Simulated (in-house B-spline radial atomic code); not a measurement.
BP86 excitations of Br⁷⁺

Method: BP86. Computed with an all-electron radial atomic-structure program (B-spline basis): linear response of the closed shell [Ar] 3d10 with the functional's adiabatic kernel; scalar-relativistic (spin-free one-electron X2C), finite nucleus, no spin-orbit coupling, no double excitations, S, P, D and F terms only. Only terms of natural parity with L up to 3 were computed.

Command:
```bash
python run_td.py task.json out
```
Settings (radii: box in bohr, nucleus in fm):
```
Z                        35
electrons                28
configuration            [Ar] 3d10
hamiltonian              x2c
method                   b88,p86
box_radius               12.81
rms_radius               4.1629
intervals                70
```

Cost of the run: 0.6 s on 1 thread of AMD EPYC 9R45 96-Core Processor (Zen 5), with other jobs on the host.

The lowest states, in the order of their Tamm-Dancoff energies; the method's threshold (minus the highest occupied level) is 175.94 eV. Labels give the largest channel, * marks a mixed state, and oscillator strengths are full-response dipole values. Semilocal kernels can invert the small singlet-triplet splittings of Rydberg terms. Energies in eV:

```json
{"state": "3d → 4s 3D", "full response": "?", "Tamm-Dancoff": "?", "oscillator strength": "-"}
{"state": "3d → 4s 1D", "full response": "65.55", "Tamm-Dancoff": "65.56", "oscillator strength": "-"}
{"state": "3d → 4p 3P", "full response": "81.89", "Tamm-Dancoff": "81.91", "oscillator strength": "-"}
{"state": "3d → 4p 3F", "full response": "82.05", "Tamm-Dancoff": "82.07", "oscillator strength": "-"}
{"state": "3d → 4p 1F", "full response": "82.57", "Tamm-Dancoff": "82.57", "oscillator strength": "-"}
{"state": "3d → 4p 1P", "full response": "83.94", "Tamm-Dancoff": "84.02", "oscillator strength": "0.562"}
{"state": "3d → 4d 3S", "full response": "?", "Tamm-Dancoff": "?", "oscillator strength": "-"}
{"state": "3d → 4d 3D", "full response": "108.41", "Tamm-Dancoff": "108.42", "oscillator strength": "-"}
{"state": "3d → 4d 1D", "full response": "109.21", "Tamm-Dancoff": "109.23", "oscillator strength": "-"}
{"state": "3d → 4d 1S", "full response": "115.60", "Tamm-Dancoff": "116.47", "oscillator strength": "-"}
```

(1) Where does 3d → 4d 3S lie?

(2) Where does 3d → 4s 3D lie?

(3) How large is the singlet-triplet splitting of 3d → 4s (D terms) in Tamm-Dancoff?

(4) What polarisabilities and dispersion coefficient does the method give?

## Answers

(1) At 107.40 eV in full response, 107.44 eV in Tamm-Dancoff.

(2) At 64.79 eV in full response, 64.81 eV in Tamm-Dancoff.

(3) 0.748 eV, from the unrounded values.

(4) Dipole 0.2828 bohr³, quadrupole 0.2249 bohr⁵, C6 0.3694 hartree·bohr⁶ for two such species.
